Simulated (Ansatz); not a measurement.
Reaction (formal hydrolysis of a Ti–F bond): `[NH2][Ti]([OH])([F])[Cl]` + H₂O → `[NH2][Ti]([OH])([OH])[Cl]` + H–F

Computed with Ansatz on PBE0-D4/def2-TZVP structures; ΔE is electronic, products minus reactants. CCSD(T)/CBS is the MP2 limit (def2-TZVPP, def2-QZVPP) plus CCSD(T) − MP2 in def2-TZVPP, frozen cores. This one scheme is used for every species. DFT in def2-TZVPP. B3LYP here is the variant with VWN-RPA as its local correlation; programs differ in this. HSE06 is defined as in plane-wave codes. For Ti outer-core shells are correlated without core-valence functions, which leaves a few kJ/mol of doubt a bond. Scalar relativity is left out up to krypton. Each species was taken in one conformer, which may not be the lowest.

```
             level  ΔE (kJ/mol)  difference from CCSD(T)/CBS
       LDA (SPW92)         46.8                          5.4
            PBE-D4         49.7                          8.3
         revPBE-D4         48.2                          6.8
           BLYP-D4         49.6                          8.2
         r2SCAN-D4         51.9                         10.5
            B97M-V         53.8                         12.4
           PBE0-D4         47.8                          6.4
          B3LYP-D4         48.5                          7.1
        r2SCANh-D4         50.7                          9.3
        r2SCAN0-D4         49.1                          7.7
          HSE06-D4         47.8                          6.4
          BHLYP-D4         48.3                          6.9
      CAM-B3LYP-D4         50.5                          9.1
           ωB97X-V         51.5                         10.1
           ωB97M-V         49.7                          8.3
            B2PLYP         48.2                          6.8
          PBE-QIDH         45.6                          4.2
               PBE         52.1                         10.7
            revPBE         53.7                         12.3
              BLYP         54.4                         13.0
            r2SCAN         52.5                         11.1
              PBE0         50.0                          8.6
           r2SCANh         51.4                         10.0
             HSE06         49.8                          8.4
             BHLYP         51.4                         10.0
           LC-ωPBE         54.3                         12.9
RPA@PBE/def2-TZVPP         44.1                          2.7
       HF/def2-SVP         51.7                         10.3
      MP2/def2-SVP         48.9                          7.5
     CCSD/def2-SVP         50.6                          9.2
  CCSD(T)/def2-SVP         50.0                          8.6
     HF/def2-TZVPP         52.9                         11.5
    MP2/def2-TZVPP         40.1                         -1.3
SCS-MP2/def2-TZVPP         43.4                          2.0
CCSD(T)/def2-TZVPP         43.2                          1.8
     HF/def2-QZVPP         54.2                         12.8
    MP2/def2-QZVPP         39.5                         -1.9
SCS-MP2/def2-QZVPP         42.8                          1.4
      HF/CBS(def2)         54.4                         13.0
    CCSD/CBS(def2)         43.2                          1.8
       CCSD(T)/CBS         41.4                            0
```

Largest T1 diagnostic among the species: 0.024, so the coupled-cluster value is less sure than usual.

At CCSD(T), def2-SVP lies +8.6 kJ/mol from the extrapolated value and def2-TZVPP +1.8 kJ/mol. Leaving LDA and LC-ωPBE aside and taking each functional with its dispersion term where it has one, the values spread over 8.2 kJ/mol, from PBE-QIDH to B97M-V. LDA lies −5.3 kJ/mol from PBE without D4.
